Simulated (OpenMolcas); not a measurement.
Fe+.

```yaml
Program: OpenMolcas
Basis: ANO-L-VQZP [7s6p4d3f2g]
Scalar_Hamiltonian: non-relativistic, point nucleus
Active_space: 7 electrons in 6 orbitals (3d 4s)
State_averaging: 2S+1 = 6 even, 6 roots; 2S+1 = 4 even, 35 roots; 2S+1 = 2 even, 52 roots
Spin-orbit_coupling: state interaction with AMFI integrals over the reference wave functions, term energies averaged over their components
```

Two sets of levels on these reference wave functions, in eV above 3d6 4s 6D 9/2: one from CASSCF and one from MS-CASPT2, IPEA 0.25 Eh, imaginary shift 0.1 Eh (closed shells correlated: 3s 3p).

```json
{"Level": "3d6 4s 6D 9/2", "Set 1": "0.0000", "Set 2": "0.0000"}
{"Level": "3d6 4s 6D 7/2", "Set 1": "0.0494", "Set 2": "0.0492"}
{"Level": "3d6 4s 6D 5/2", "Set 1": "0.0859", "Set 2": "0.0858"}
{"Level": "3d6 4s 6D 3/2", "Set 1": "0.1109", "Set 2": "0.1112"}
{"Level": "3d6 4s 6D 1/2", "Set 1": "0.1256", "Set 2": "0.1261"}
{"Level": "3d6 4s 4D 7/2", "Set 1": "0.676", "Set 2": "1.118"}
{"Level": "3d6 4s 4D 5/2", "Set 1": "0.732", "Set 2": "1.174"}
{"Level": "3d6 4s 4D 3/2", "Set 1": "0.769", "Set 2": "1.212"}
{"Level": "3d6 4s 4D 1/2", "Set 1": "0.791", "Set 2": "1.233"}
{"Level": "3d6 4s 4H 13/2", "Set 1": "2.569", "Set 2": "2.926"}
{"Level": "3d6 4s 4H 11/2", "Set 1": "2.588", "Set 2": "2.946"}
{"Level": "3d6 4s 4H 9/2", "Set 1": "2.604", "Set 2": "2.963"}
{"Level": "3d6 4s 4H 7/2", "Set 1": "2.618", "Set 2": "2.978"}
{"Level": "3d6 4s 4P 5/2", "Set 1": "2.439", "Set 2": "3.189"}
{"Level": "3d6 4s 4P 3/2", "Set 1": "2.562", "Set 2": "3.313"}
{"Level": "3d6 4s 4F 9/2", "Set 1": "2.701", "Set 2": "3.329"}
```

Q: Which set is which?

A: Set 1 is MS-CASPT2. Its levels of the other terms of 3d6 4s lie at 0.60 to 0.88 of the other set's values, as expected, since terms of lower spin or lower L gain more correlation energy than the Hund ground term. Against 8 measured levels (NIST Handbook of Basic Atomic Spectroscopic Data) the mean absolute deviation is 300 cm-1 with it and 1200 cm-1 without; single levels miss by up to 590 cm-1 with it.

CASPT2 breaks the degeneracy within a term, and the mean is taken; among the terms shown or strongly mixed into the levels shown the widest spread is 270 cm-1 (3d6 4s 4H, MS-CASPT2). Over all roots computed the reference weight is 0.87 to 0.93 in MS-CASPT2; the roots of lowest weight are the least certain, and an intruder state may touch them. No level of 3d7 was computed, though it lies in the active space. Without dynamic correlation excited terms often stand tens of per cent too high (terms of higher spin than the ground term too low), and those without a measured partner can miss by more than the paired ones (holds for CASSCF). Computed and measured levels are paired by configuration, term and J; levels that our copy of the source lacks, or whose pairing is in doubt (as where it misses far off the trend of its configuration), stay unpaired and out of the deviations. Only configurations of the active space appear. Levels that lie high or do not pair safely by name in every column are left out.
